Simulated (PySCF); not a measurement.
SMILES [B]=N (HBN), doublet (PBE0/def2-SVP optimised geometry):

```
3

B      1.120     0.000     0.000
N     -0.121     0.000     0.000
H     -1.120     0.000     0.000
```

Level of theory: unrestricted PBE0/def2-TZVP in PySCF.

Problem. What are the frontier orbital energies (α orbitals alone; a β orbital can be the lowest empty one) and the dipole moment?

Solution. HOMO-2 -8.97 eV, HOMO-1 -8.71 eV, HOMO -8.71 eV, LUMO 0.35 eV, LUMO+1 0.35 eV; dipole moment 0.33 D.

On the same geometry unrestricted PBE/def2-TZVP (PySCF) gives HOMO-2 -7.46 eV, HOMO-1 -7.42 eV, HOMO -7.42 eV, LUMO -0.62 eV, LUMO+1 -0.62 eV; dipole moment 0.46 D.

Meta-Löwdin charges at PBE0/def2-TZVP: B1 0.10, N2 -0.38, H3 0.28.
